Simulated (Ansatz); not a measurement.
Gas-phase electronic energies from Ansatz, PBE0-D4/def2-TZVP geometries. CCSD(T)/CBS adds triple-zeta CCSD(T) − MP2 to the extrapolated MP2 energy (def2 sets, frozen cores). This one scheme is used for every species. DFT in def2-TZVPP. B3LYP here is the variant with VWN-RPA as its local correlation; programs differ in this. Each species was taken in one conformer, which may not be the lowest.

Consider the redistribution: `[CH3][AlH][B](C)F` + `CO[SiH2]S` → `[CH3][AlH][SiH2]S` + `COB(C)F`.

| level | ΔE (kJ/mol) | difference from CCSD(T)/CBS |
| --- | --- | --- |
| PBE-D4 | -107.1 | -8.2 |
| PBE0-D4 | -108.6 | -9.7 |
| B3LYP-D4 | -99.1 | -0.2 |
| ωB97X-V | -98.0 | 0.9 |
| ωB97M-V | -97.3 | 1.6 |
| PBE | -106.1 | -7.2 |
| r2SCAN | -105.0 | -6.1 |
| PBE0 | -107.7 | -8.8 |
| B3LYP | -97.6 | 1.3 |
| HF/def2-TZVPP | -94.7 | 4.2 |
| HF/def2-QZVPP | -93.3 | 5.6 |
| MP2/def2-QZVPP | -96.7 | 2.2 |
| SCS-MP2/def2-QZVPP | -93.3 | 5.6 |
| HF/CBS(def2) | -93.1 | 5.8 |
| MP2/CBS(def2) | -96.3 | 2.6 |
| CCSD/CBS(def2) | -98.0 | 0.9 |
| CCSD(T)/CBS | -98.9 | 0 |

Largest T1 diagnostic among the species: 0.012.

In def2-TZVPP, CCSD(T) changes the Hartree–Fock value by −6.4 kJ/mol (the triples alone add −0.9 kJ/mol) and MP2 by −3.7 kJ/mol.
